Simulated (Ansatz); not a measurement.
A nudged elastic band was laid between two geometries of C2H3FSi (7 atoms, charge 0, multiplicity 1).

These are results of Ansatz 0.2.0, RKS revPBE-D4/6-31G*, not measurements.

```json
{"movable images": "5", "climbing image": "yes", "spring": "5.0 eV/Å²", "optimiser": "quadratic models (default)", "start path": "through a guess of the saddle point", "force threshold": "0.05 eV/Å", "iteration limit": "60", "end points": "relaxed"}
```

Initial state:

```xyz
7
Properties=species:S:1:pos:R:3
C -0.332 -1.860 -0.645
C -0.118 -0.719 -0.247
Si 0.208 0.973 0.364
F -0.426 2.055 -0.675
H -0.517 -2.861 -0.996
H -0.439 1.150 1.702
H 1.686 1.193 0.450
```

Final state:

```xyz
7
Properties=species:S:1:pos:R:3
C -0.120 -0.717 -0.250
C -0.330 -1.860 -0.645
Si 0.207 0.973 0.363
F -0.427 2.056 -0.676
H -0.516 -2.862 -0.992
H -0.439 1.149 1.703
H 1.686 1.193 0.451
```

Question: What changes between the two ends?

Answer: Bonds broken: C1–H5, C2–Si3. Bonds formed: C1–Si3, C2–H5.  The two ends are copies of one structure, up to a mirror image or an exchange of like atoms.

Question: Give the energies along the band, and the barrier.

Answer: It converged. The highest image is number 2 of 0 to 6, 195.5 kJ/mol above the ends, which have the same energy within 2 meV. Neighbouring images differ by up to 1.5 eV, so the band resolves the path poorly. A vibrational analysis at the climbing image gives one clearly imaginary mode, 804i cm⁻¹: a first-order saddle point. The orbitals stay closed-shell, which can raise the energy where a bond breaks towards radicals; this wasn't checked here.

```csv
image,path coordinate (Å),energy (kJ/mol),C1–H5 (Å),C2–Si3 (Å),C1–Si3 (Å)
0,0.00,0.0,1.08,1.83,3.06
1,0.93,50.3,1.06,1.81,2.99
2,1.87,195.5,1.24,1.86,3.14
3,2.90,166.5,2.15,1.90,2.68
4,3.92,92.7,2.33,2.34,1.89
5,4.95,26.9,2.30,2.87,1.82
6,5.98,0.0,2.30,3.05,1.83
```

Question: What is the geometry of the highest image?

Answer: 
```xyz
7
Properties=species:S:1:pos:R:3:forces:R:3
C 0.171 -2.120 -0.792 0.01 0.00 0.00
C 0.126 -0.911 -0.370 -0.03 -0.01 0.01
Si 0.175 0.831 0.269 0.01 0.00 0.00
F -0.414 1.866 -0.837 0.00 0.00 0.00
H -0.929 -1.762 -0.351 0.02 0.01 0.00
H -0.680 0.890 1.493 0.00 0.00 0.00
H 1.611 1.138 0.543 0.00 0.00 0.00
```

Run time: 4 min on 1 thread of Arm Neoverse V2, on a shared host, peak memory 0.12 GiB.
